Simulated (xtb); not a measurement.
C₇H₁₆Si (SMILES CC(C)[C@]1([SiH3])C[C@H]1C), singlet, from a rough starting geometry; GFN2-xTB in xtb.

The xtb input:
```
$ xtb mol.xyz --gfn 2 --opt vtight --json

# file mol.xyz
24

C     -1.61280964     0.35379116     1.45774832
C     -1.44347272    -0.06492213    -0.05851325
C     -1.86704533    -1.40158833    -0.30187203
C      0.07880109     0.19977655    -0.39842976
Si     0.47935991     2.03510593    -0.93104686
C      0.91785801    -0.93500134    -1.18683110
C      1.17689191    -0.67654898     0.25374962
C      2.43623963    -0.05819794     0.71903636
H     -1.12407106    -0.35039180     2.11178468
H     -2.69897335     0.27672565     1.65139988
H     -1.38730870     1.38761680     1.58845423
H     -2.00003461     0.69360349    -0.67943711
H     -1.85312180    -1.66809590    -1.37686758
H     -1.41351713    -2.17278361     0.25769774
H     -2.98856794    -1.43687418    -0.05930092
H      1.87608301     2.08656909    -1.51707676
H     -0.44867894     2.43960711    -1.98221552
H      0.35466005     2.96548069     0.20659250
H      0.49219818    -1.81502538    -1.46661139
H      1.69859683    -0.50975563    -1.89373564
H      0.84740492    -1.43702843     0.95224997
H      3.14170365    -0.93803769     1.01450256
H      3.06120553     0.46692512    -0.01782810
H      2.36240992     0.51433358     1.63781604
```

The log (banner, timings and long lists left out):

```
   ID    Z sym.   atoms
    1    6 C      1-4, 6-8
    2   14 Si     5
    3    1 H      9-24

           -------------------------------------------------
          |                Calculation Setup                |
           -------------------------------------------------

           -------------------------------------------------
          |                 G F N 2 - x T B                 |
           -------------------------------------------------

          ...................................................
          :                      SETUP                      :
          :.................................................:
          :  # basis functions                  54          :
          :  # atomic orbitals                  53          :
          :  # shells                           33          :
          :  # electrons                        48          :
          :  max. iterations                   250          :
          :  Hamiltonian                  GFN2-xTB          :
          :  restarted?                      false          :
          :  GBSA solvation                  false          :
          :  PC potential                    false          :
          :  electronic temp.          300.0000000     K    :
          :  accuracy                    1.0000000          :
          :  -> integral cutoff          0.2500000E+02      :
          :  -> integral neglect         0.1000000E-07      :
          :  -> SCF convergence          0.1000000E-05 Eh   :
          :  -> wf. convergence          0.1000000E-03 e    :
          :  Broyden damping             0.4000000          :
          :  net charge                          0          :
          :  unpaired electrons                  0          :
          ...................................................

 iter      E             dE          RMSdq      gap      omega  full diag
   1    -25.0567004 -0.250567E+02  0.354E+00    6.14       0.0  T
   2    -25.1679476 -0.111247E+00  0.147E+00    5.05       1.0  T
   3    -25.1702559 -0.230832E-02  0.123E+00    5.51       1.0  T
   4    -25.1737224 -0.346648E-02  0.584E-01    5.38       1.0  T
   5    -25.1732446  0.477775E-03  0.358E-01    5.43       1.0  T
   6    -25.1738209 -0.576279E-03  0.158E-01    5.41       1.0  T
   7    -25.1738678 -0.468966E-04  0.419E-02    5.38       1.0  T
   8    -25.1738701 -0.228686E-05  0.142E-02    5.38       1.4  T
   9    -25.1738707 -0.639916E-06  0.321E-03    5.38       6.4  T
  10    -25.1738707 -0.273104E-07  0.160E-03    5.38      12.7  T
  11    -25.1738707 -0.305700E-08  0.253E-04    5.38      80.7  T
  12    -25.1738707 -0.125596E-09  0.155E-04    5.38     131.5  T

   *** convergence criteria satisfied after 12 iterations ***

         :::::::::::::::::::::::::::::::::::::::::::::::::::::
         ::                     SUMMARY                     ::
         :::::::::::::::::::::::::::::::::::::::::::::::::::::
         :: total energy             -24.823860313459 Eh    ::
         :: gradient norm              0.198844723593 Eh/a0 ::
         :: HOMO-LUMO gap              5.375819452147 eV    ::
         ::.................................................::
         :: SCC energy               -25.173699284086 Eh    ::
         :: -> isotropic ES            0.015121387055 Eh    ::
         :: -> anisotropic ES          0.009794361338 Eh    ::
         :: -> anisotropic XC          0.016022460945 Eh    ::
         :: -> dispersion             -0.018758906729 Eh    ::
         :: repulsion energy           0.349838970627 Eh    ::
         :: add. restraining           0.000000000000 Eh    ::
         :: total charge              -0.000000000000 e     ::
         :::::::::::::::::::::::::::::::::::::::::::::::::::::

      -----------------------------------------------------------
     |                   =====================                   |
     |                        A N C O P T                        |
     |                   =====================                   |
     |               Approximate Normal Coordinate               |
     |                Rational Function Optimizer                |
      -----------------------------------------------------------
      -----------------------------------------------------------
     |                   =====================                   |
     |                        A N C O P T                        |
     |                   =====================                   |
     |               Approximate Normal Coordinate               |
     |                Rational Function Optimizer                |
      -----------------------------------------------------------

          ...................................................
          :                      SETUP                      :
          :.................................................:
          :   optimization level         verytight          :
          :   max. optcycles                   480          :
          :   ANC micro-cycles                  20          :
          :   degrees of freedom                66          :
          :.................................................:
          :   RF solver                   davidson          :
          :   write xtbopt.log                true          :
          :   linear?                        false          :
          :   energy convergence         0.1000000E-06 Eh   :
          :   grad. convergence          0.2000000E-03 Eh/α :
          :   maxmium RF displ.          1.0000000          :
          :   Hlow (freq-cutoff)         0.1000000E-01      :
          :   Hmax (freq-cutoff)         5.0000000          :
          :   S6 in model hess.         20.0000000          :
          ...................................................

generating ANC from exact Hessian ...
Using Lindh-Hessian (1995)
 Shifting diagonal of input Hessian by    9.2987172668972991E-003
 Lowest  eigenvalues of input Hessian
[...]
 * total energy  :   -24.8595453 Eh     change       -0.2684235E-04 Eh
 * total energy  :   -24.8595603 Eh     change       -0.1492591E-04 Eh
 * total energy  :   -24.8595713 Eh     change       -0.1105560E-04 Eh
 * total energy  :   -24.8595772 Eh     change       -0.5888422E-05 Eh
 * total energy  :   -24.8595814 Eh     change       -0.4241146E-05 Eh
 * total energy  :   -24.8595856 Eh     change       -0.4184468E-05 Eh
 * total energy  :   -24.8595880 Eh     change       -0.2394080E-05 Eh
 * total energy  :   -24.8595907 Eh     change       -0.2706227E-05 Eh
 * total energy  :   -24.8595920 Eh     change       -0.1300384E-05 Eh
 * total energy  :   -24.8595927 Eh     change       -0.6301740E-06 Eh
 * total energy  :   -24.8595929 Eh     change       -0.2650370E-06 Eh
 * total energy  :   -24.8595930 Eh     change       -0.8482708E-07 Eh
   *** GEOMETRY OPTIMIZATION CONVERGED AFTER 28 ITERATIONS ***
         :: total energy             -24.859593006607 Eh    ::
[...]
        20        2.0000           -0.4258052             -11.5867
        21        2.0000           -0.4210782             -11.4581
        22        2.0000           -0.4034375             -10.9781
        23        2.0000           -0.3901120             -10.6155
        24        2.0000           -0.3813742             -10.3777 (HOMO)
        25                         -0.1748723              -4.7585 (LUMO)
        26                         -0.1723351              -4.6895
        27                         -0.1697715              -4.6197
        28                         -0.0909052              -2.4737
        29                         -0.0678755              -1.8470
        30                         -0.0120173              -0.3270
        31                          0.0683719               1.8605
        32                          0.1078766               2.9355
        33                          0.1141959               3.1074
        34                          0.1288986               3.5075
        35                          0.1368347               3.7235
       ...                                ...                  ...
        53                          0.7525508              20.4779
      -------------------------------------------------------------
                  HL-Gap            0.2065019 Eh            5.6192 eV
             Fermi-level           -0.2781233 Eh           -7.5681 eV

     #   Z          covCN         q      C6AA      α(0)
     1   6 C        3.757    -0.107    22.594     6.777
     2   6 C        3.863    -0.014    20.789     6.484
     3   6 C        3.754    -0.099    22.443     6.755
     4   6 C        3.809    -0.102    22.433     6.742
     5  14 Si       3.659     0.457    98.520    19.026
     6   6 C        3.815    -0.072    21.866     6.656
     7   6 C        3.863    -0.021    20.912     6.503
     8   6 C        3.751    -0.106    22.595     6.779
     9   1 H        0.925     0.036     2.505     2.475
    10   1 H        0.925     0.033     2.543     2.494
    11   1 H        0.925     0.031     2.574     2.509
    12   1 H        0.924     0.017     2.785     2.610
    13   1 H        0.925     0.030     2.580     2.512
    14   1 H        0.925     0.032     2.555     2.499
    15   1 H        0.925     0.032     2.560     2.502
    16   1 H        0.918    -0.107     5.800     3.767
    17   1 H        0.918    -0.110     5.939     3.811
    18   1 H        0.918    -0.099     5.524     3.676
    19   1 H        0.926     0.027     2.623     2.532
    20   1 H        0.926     0.017     2.773     2.604
    21   1 H        0.925     0.021     2.716     2.577
    22   1 H        0.925     0.035     2.513     2.479
    23   1 H        0.925     0.036     2.507     2.476
    24   1 H        0.925     0.033     2.551     2.498

 Mol. C6AA /au·bohr⁶  :       4968.418420
 Mol. C8AA /au·bohr⁸  :     126344.897559
 Mol. α(0) /au        :        109.743863

Wiberg/Mayer (AO) data.
largest (>0.10) Wiberg bond orders for each atom

 ---------------------------------------------------------------------------
     #   Z sym  total        # sym  WBO       # sym  WBO       # sym  WBO
 ---------------------------------------------------------------------------
     1   6 C    3.997 --     2 C    1.007     9 H    0.986    10 H    0.986
                            11 H    0.985
     2   6 C    3.995 --     3 C    1.007     1 C    1.007     4 C    0.998
                            12 H    0.970
     3   6 C    3.998 --     2 C    1.007    13 H    0.985    15 H    0.984
                            14 H    0.983
     4   6 C    3.924 --     2 C    0.998     6 C    0.960     7 C    0.958
                             5 Si   0.878
     5  14 Si   3.598 --    18 H    0.895    17 H    0.894    16 H    0.893
                             4 C    0.878
     6   6 C    3.948 --    20 H    0.982     7 C    0.979    19 H    0.975
                             4 C    0.960
     7   6 C    3.950 --     8 C    1.021     6 C    0.979    21 H    0.964
                             4 C    0.958
     8   6 C    3.997 --     7 C    1.021    24 H    0.983    23 H    0.983
                            22 H    0.982
     9   1 H    0.999 --     1 C    0.986
    10   1 H    0.999 --     1 C    0.986
    11   1 H    0.999 --     1 C    0.985
    12   1 H    0.999 --     2 C    0.970
    13   1 H    0.999 --     3 C    0.985
    14   1 H    0.999 --     3 C    0.983
    15   1 H    0.999 --     3 C    0.984
    16   1 H    0.989 --     5 Si   0.893
    17   1 H    0.988 --     5 Si   0.894
    18   1 H    0.990 --     5 Si   0.895
    19   1 H    0.999 --     6 C    0.975
    20   1 H    0.999 --     6 C    0.982
    21   1 H    1.000 --     7 C    0.964
    22   1 H    0.998 --     8 C    0.982
    23   1 H    0.999 --     8 C    0.983
    24   1 H    0.999 --     8 C    0.983
 ---------------------------------------------------------------------------

Topologies differ in total number of bonds
Writing topology from bond orders to xtbtopo.mol

molecular dipole:
                 x           y           z       tot (Debye)
 q only:        0.039       0.193       0.049
   full:       -0.018      -0.169       0.123       0.534
molecular quadrupole (traceless):
                xx          xy          yy          xz          yz          zz
 q only:       -0.084       0.671       0.476       0.066      -0.203      -0.393
  q+dip:        1.344       0.198      -1.724       0.082       0.267       0.380
   full:        1.049       0.305      -0.939       0.029       0.220      -0.110

optimized geometry written to: xtbopt.xyz

           -------------------------------------------------
          | TOTAL ENERGY              -24.859593006607 Eh   |
          | GRADIENT NORM               0.000047107681 Eh/α |
          | HOMO-LUMO GAP               5.619203875068 eV   |
           -------------------------------------------------

normal termination of xtb
```
